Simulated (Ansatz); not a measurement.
`CCCC` + `C[N]=[Mo](=[O])([OH])[F]` → `C[N]=[Mo](=[O])([F])[O]C` + `CCC`  (substitution at a C–C bond)

Isolated molecules relaxed with PBE0-D4/def2-TZVP in Ansatz; ΔE leaves out vibrations. CCSD(T)/CBS is the MP2 limit (def2-TZVPP, def2-QZVPP) plus CCSD(T) − MP2 in def2-TZVPP, frozen cores. DFT in def2-TZVPP. Elements past krypton have def2 core potentials. For Mo outer-core shells are correlated without core-valence functions, which leaves a few kJ/mol of doubt a bond. One conformer a species, not always the lowest.

**Question.** Is it downhill or uphill in electronic energy at CCSD(T)/CBS, and by how much? (Best estimate.)

**Answer.** Ansatz gave: Uphill: ΔE = +45.3 kJ/mol.

**Question.** What do these levels give: r2SCANh-D4, r2SCANh, LC-ωPBE, HF/def2-SVP, CCSD/def2-SVP, HF/CBS(def2)? (An estimate is asked.)

**Answer.** The calculation gave: r2SCANh-D4 42.5, r2SCANh 42.9, LC-ωPBE 46.6, HF/def2-SVP 29.1, CCSD/def2-SVP 33.8, HF/CBS(def2) 37.2 kJ/mol.

Largest T1 diagnostic among the species: 0.022, so the coupled-cluster value is less sure than usual.

From BLYP to BHLYP (50 % exact exchange), in def2-TZVPP and without D4, ΔE moves by +6.4 kJ/mol. In def2-TZVPP, CCSD(T) changes the Hartree–Fock value by +4.8 kJ/mol (the triples alone add −1.5 kJ/mol) and MP2 by +7.4 kJ/mol. At CCSD(T), def2-SVP lies −13.3 kJ/mol from the extrapolated value and def2-TZVPP −3.0 kJ/mol.
